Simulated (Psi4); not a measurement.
ClLi (SMILES [Li][Cl]), singlet, geometry from GFN2-xTB (such geometries of metal compounds can be far from the true shape). Base run: CAM-B3LYP/def2-SVP (Psi4).

Geometry (Å):
```xyz
2

Li     0.0000     0.0000    -1.6631
Cl     0.0000     0.0000     0.2935
```
Charge 0, spin multiplicity 1.
All else is at Psi4's defaults (density fitting).

Each row names what was changed in the base input (with any setting that the change needs).

```
change                    E (Eh)  dipole (D)
--------------------  ----------  ----------
base                  -467.64106        6.29
functional = wb97x    -467.63926        6.58
functional = bhhlyp   -467.64215        6.46
functional = pbe      -467.42404        6.09
functional = revpbe            ?           ?
functional = wb97m-v  -467.61204        6.33
functional = b97m-v   -467.54797        6.45
functional = tpssh    -467.66032        6.38
functional = b3lyp5            ?           ?
functional = svwn     -466.41388        6.07
functional = r2scan            ?           ?
functional = x3lyp             ?           ?
functional = m06-2x   -467.62831        6.47
```

Problem. Some entries are withheld; supply them.

Solution. 
- functional = revpbe, E (Eh): -467.55164
- functional = revpbe, dipole (D): 6.15
- functional = b3lyp5, E (Eh): -467.58637
- functional = b3lyp5, dipole (D): 6.19
- functional = r2scan, E (Eh): -467.60728
- functional = r2scan, dipole (D): 6.48
- functional = x3lyp, E (Eh): -467.60408
- functional = x3lyp, dipole (D): 6.18

Totals shift with the method and basis; they matter in differences.
